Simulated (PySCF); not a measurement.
Sn(H)(NH2)3 (H₇N₃Sn), SMILES [NH2][SnH]([NH2])[NH2].

Geometry: PBE-D3(BJ)/def2-SVP. The structure was generated by enumeration; whether it is a known compound was not checked. The def2 effective core potentials stand for the cores of Sn; spin–orbit coupling is left out. One conformer was computed; it need not be the lowest.

The numbers are results of PBE-D3(BJ)/def2-SVP in PySCF 2.14.0, not measurements.

Frequencies are harmonic and unscaled.

Q: Estimate the vibrational spectrum. (Estimate from the structure and the level; the computed values follow.)

A: 
```tsv
mode	ν (cm⁻¹)	IR (km/mol)	moving atoms (share of kinetic energy)
1	88	38.0	H 85 %, N 14 %
2	129	4.4	H 57 %, N 38 %
3	135	1.1	H 59 %, N 35 %
4	160	6.5	N 58 %, H 22 %, Sn 20 %
5	172	9.9	H 59 %, N 35 %
6	211	56.2	H 65 %, N 33 %
7	495	34.2	H 50 %, N 49 %
8	506	62.1	H 88 %, N 11 %
9	525	148.8	N 68 %, H 22 %, Sn 9 %
10	537	19.4	H 49 %, N 48 %
11	541	162.1	N 57 %, H 33 %, Sn 11 %
12	612	56.8	H 73 %, N 22 %
13	635	82.6	H 77 %, N 18 %
14	651	67.5	H 78 %, N 19 %
15	819	33.2	H 92 %
16	826	11.2	H 90 %, N 10 %
17	862	28.3	H 89 %, N 10 %
18	1485	9.2	H 92 %, N 8 %
19	1488	7.2	H 92 %, N 8 %
20	1493	9.3	H 92 %, N 8 %
21	1811	204.7	H 99 %
22	3401	2.7	H 96 %
23	3403	3.7	H 96 %
24	3407	5.1	H 96 %
25	3501	3.8	H 92 %, N 8 %
26	3503	6.3	H 92 %, N 8 %
27	3503	4.2	H 92 %, N 8 %
```
